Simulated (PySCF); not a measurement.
F3S (cation, charge +1), SMILES F[S+](F)F, B3LYP/def2-SVP optimised geometry.

```
4

F     -0.90     0.76     0.00
S     -0.64    -0.76     0.00
F     -0.90    -1.06    -1.49
F      0.90    -0.76     0.00
```

Density from B3LYP/def2-TZVP run with PySCF at that geometry.

Minimum of the electron density along straight lines between bonded atoms, close to the bond critical point (lines longer than 1.1 times the sum of covalent radii, or with two minima, are not listed):

```csv
bond,length / Å,ρ at the minimum / e bohr⁻³,∇²ρ there / e bohr⁻⁵,position (fraction from the first atom)
F1–S2,1.542,0.235,0.21,0.60
S2–F3,1.542,0.235,0.21,0.40
S2–F4,1.542,0.235,0.21,0.40
```
